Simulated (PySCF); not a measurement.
CH3O2 (SMILES O=C[OH2+]), charge +1, singlet, at a GFN2-xTB geometry; PBE/6-31+G*, TDA run with PySCF.

Here is a job for PySCF.
```python
from pyscf import gto, scf, dft, tdscf

mol = gto.M(
    atom='''
O    -0.996704   -0.486791   -0.020502
C     0.162609    0.529378   -0.007031
O     1.224370    0.115755    0.112384
H    -0.703626   -1.428893   -0.052034
H    -0.301851    1.512574   -0.077054
H    -1.791505   -0.291660   -0.563782
''',
    basis='6-31+g*',
    charge=1,
    spin=0,
    verbose=4,
)

mf = dft.RKS(mol)
mf.xc = 'pbe'
mf.kernel()
td = mf.TDA()
td.nstates = 5
td.kernel()
td.analyze()
```

What the program printed (banner, timings and long lists left out):

```
PySCF version 2.14.0

[INPUT] verbose = 4
[INPUT] num. atoms = 6
[INPUT] num. electrons = 24
[INPUT] charge = 1
[INPUT] spin (= nelec alpha-beta = 2S) = 0
[INPUT] symmetry False subgroup None
[INPUT] Mole.unit = angstrom
[INPUT] Symbol           X                Y                Z      unit          X                Y                Z       unit  Magmom
[INPUT]  1 O     -0.996704000000  -0.486791000000  -0.020502000000 AA   -1.883497587258  -0.919901669903  -0.038743165006 Bohr   0.0
[INPUT]  2 C      0.162609000000   0.529378000000  -0.007031000000 AA    0.307286475389   1.000379436370  -0.013286664382 Bohr   0.0
[INPUT]  3 O      1.224370000000   0.115755000000   0.112384000000 AA    2.313723975134   0.218745247549   0.212374980783 Bohr   0.0
[INPUT]  4 H     -0.703626000000  -1.428893000000  -0.052034000000 AA   -1.329660434123  -2.700216431308  -0.098330009166 Bohr   0.0
[INPUT]  5 H     -0.301851000000   1.512574000000  -0.077054000000 AA   -0.570415720426   2.858350603138  -0.145610956802 Bohr   0.0
[INPUT]  6 H     -1.791505000000  -0.291660000000  -0.563782000000 AA   -3.385453800789  -0.551157521491  -1.065393573960 Bohr   0.0

nuclear repulsion = 75.605060208427
number of shells = 30
number of NR pGTOs = 105
number of NR cGTOs = 60
basis = 6-31+g*
ecp = {}

******** <class 'pyscf.dft.rks.RKS'> ********
method = RKS
initial guess = minao
damping factor = 0
level_shift factor = 0
DIIS = <class 'pyscf.scf.diis.CDIIS'>
diis_start_cycle = 1
diis_space = 8
diis_damp = 0
SCF conv_tol = 1e-09
SCF conv_tol_grad = None
SCF max_cycles = 50
direct_scf = True
direct_scf_tol = 1e-13
XC library pyscf.dft.libxc version 7.1.2
    S. Lehtola, C. Steigemann, M. J. T. Oliveira, and M. A. L. Marques,  SoftwareX 7, 1–5 (2018)
XC functionals = pbe
    J. P. Perdew, K. Burke, and M. Ernzerhof,  Phys. Rev. Lett. 77, 3865 (1996)
    J. P. Perdew, K. Burke, and M. Ernzerhof,  Phys. Rev. Lett. 78, 1396 (1997)
    J. P. Perdew, K. Burke, and M. Ernzerhof,  Phys. Rev. Lett. 77, 3865 (1996)
    J. P. Perdew, K. Burke, and M. Ernzerhof,  Phys. Rev. Lett. 78, 1396 (1997)
radial grids:
    Treutler-Ahlrichs [JCP 102, 346 (1995); DOI:10.1063/1.469408] (M4) radial grids

becke partition: Becke, JCP 88, 2547 (1988); DOI:10.1063/1.454033
pruning grids: <function nwchem_prune>
grids dens level: 3
symmetrized grids: False
atomic radii adjust function: <function treutler_atomic_radii_adjust>
small_rho_cutoff = 0
Set gradient conv threshold to 3.16228e-05
Initial guess from minao.
tot grids = 71712
init E= -190.512933533242
  HOMO = -0.377576440103385  LUMO = -0.10139589951557  gap/eV = 7.51526
cycle= 1 E= -189.676726786609  delta_E= 0.836  |g|= 0.807  |ddm|= 2.21
  HOMO = -0.439646273980466  LUMO = -0.265604321912487  gap/eV = 4.73592
cycle= 2 E= -188.5138892605  delta_E= 1.16  |g|= 2.46  |ddm|= 2.82
  HOMO = -0.54826108312014  LUMO = -0.321740163115627  gap/eV = 6.16395
cycle= 3 E= -189.78355118293  delta_E= -1.27  |g|= 0.391  |ddm|= 2.34
  HOMO = -0.551660107565689  LUMO = -0.321674703216662  gap/eV = 6.25822
cycle= 4 E= -189.808172150175  delta_E= -0.0246  |g|= 0.145  |ddm|= 0.327
  HOMO = -0.550896745354496  LUMO = -0.325924151679402  gap/eV = 6.12182
cycle= 5 E= -189.812106464018  delta_E= -0.00393  |g|= 0.0141  |ddm|= 0.097
  HOMO = -0.548685665456521  LUMO = -0.322922046220227  gap/eV = 6.14334
cycle= 6 E= -189.812153574051  delta_E= -4.71e-05  |g|= 0.00399  |ddm|= 0.016
  HOMO = -0.549440312931603  LUMO = -0.323662592791736  gap/eV = 6.14372
cycle= 7 E= -189.812157231854  delta_E= -3.66e-06  |g|= 0.000891  |ddm|= 0.00388
  HOMO = -0.549375956035904  LUMO = -0.323573134490071  gap/eV = 6.14441
cycle= 8 E= -189.812157407563  delta_E= -1.76e-07  |g|= 0.000142  |ddm|= 0.00084
  HOMO = -0.549386342572604  LUMO = -0.323580177852309  gap/eV = 6.14450
cycle= 9 E= -189.812157411664  delta_E= -4.1e-09  |g|= 2.11e-05  |ddm|= 0.000133
  HOMO = -0.54938562846611  LUMO = -0.323578458120362  gap/eV = 6.14453
cycle= 10 E= -189.812157411749  delta_E= -8.51e-11  |g|= 4.69e-06  |ddm|= 1.63e-05
  HOMO = -0.549386208257185  LUMO = -0.323578854891478  gap/eV = 6.14453
Extra cycle  E= -189.81215741174  delta_E= 9.49e-12  |g|= 8.55e-06  |ddm|= 1.02e-05
converged SCF energy = -189.81215741174

******** <class 'pyscf.tdscf.rks.TDA'> for <class 'pyscf.dft.rks.RKS'> ********
nstates = 5 singlet
deg_eia_thresh = 1.000e-03
wfnsym = None
conv_tol = 1e-05
eigh lindep = 1e-12
eigh level_shift = 0
eigh max_cycle = 100

Excitation energies (eV)
[6.43124289 8.02403946 9.05497199 9.70787987 9.83431478]

** Singlet excitation energies and oscillator strengths **
Excited State   1:      6.43124 eV    192.78 nm  f=0.0023
      12 -> 13        0.70495
Excited State   2:      8.02404 eV    154.52 nm  f=0.0539
      11 -> 13        0.29788
      12 -> 14        0.63442
Excited State   3:      9.05497 eV    136.92 nm  f=0.0711
       9 -> 13        0.17200
      10 -> 13       -0.13290
      11 -> 13        0.47110
      12 -> 14       -0.18583
      12 -> 15       -0.41237
      12 -> 16        0.10601
Excited State   4:      9.70788 eV    127.72 nm  f=0.0083
      11 -> 14        0.70012
Excited State   5:      9.83431 eV    126.07 nm  f=0.1067
      10 -> 13       -0.10453
      11 -> 13        0.14622
      12 -> 15        0.43046
      12 -> 16        0.50080

** Transition electric dipole moments (AU) **
state          X           Y           Z        Dip. S.      Osc.
  1        -0.0254     -0.0273     -0.1143      0.0145      0.0023
  2        -0.3540     -0.3761     -0.0861      0.2742      0.0539
  3         0.5543      0.1042      0.0480      0.3204      0.0711
  4        -0.0921     -0.1206     -0.1091      0.0349      0.0083
  5         0.0560      0.6605     -0.0590      0.4428      0.1067

** Transition velocity dipole moments (imaginary part, AU) **
state          X           Y           Z        Dip. S.      Osc.
  1         0.0029      0.0040      0.0063      0.0001      0.0002
  2        -0.0882     -0.0801      0.0038      0.0142      0.0321
  3         0.0736      0.0344      0.0066      0.0066      0.0133
  4        -0.0005     -0.0387     -0.0787      0.0077      0.0144
  5        -0.0150      0.1701     -0.0158      0.0294      0.0543

** Transition magnetic dipole moments (imaginary part, AU) **
state          X           Y           Z
  1         0.8558     -0.1769      0.0717
  2         0.1179     -0.0142     -0.0038
  3         0.0777      0.1934     -0.0749
  4        -0.1634      0.3452     -0.1049
  5         0.0694      0.1561     -0.0208
```
